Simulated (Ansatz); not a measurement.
A structure relaxed at PBE-D4/def2-SVP in Ansatz, charge 1, singlet:

Cartesian coordinates in Å:
```
Ag -1.550 1.372 -1.691
Ag -0.709 0.614 3.144
Ag 1.519 1.054 1.731
Ag 1.143 1.612 -1.048
Ag 0.911 -2.143 1.835
Ag -0.732 -0.432 0.355
Ag -1.025 2.220 0.886
Ag -3.435 0.304 -0.007
Ag 0.213 -0.677 -2.589
Ag 0.090 -2.784 -0.780
Ag 3.731 1.333 0.170
Ag -2.308 -1.578 -1.748
Ag 2.152 -0.895 -0.257
```

Q: Give its formula.

A: Ag₁₃⁺.

Q: Summarise the bond lengths by kind (pairs closer than 1.2 times the sum of covalent radii, bridged metal pairs left out).

A: 38 × Ag–Ag 2.67 to 3.46 Å.

In the def2 sets Ag takes a core potential; there is no spin–orbit coupling. Another isomer (singlet) lies 0.73 eV lower at PBE-D4/def2-SVP; other spin states weren't run for this one.
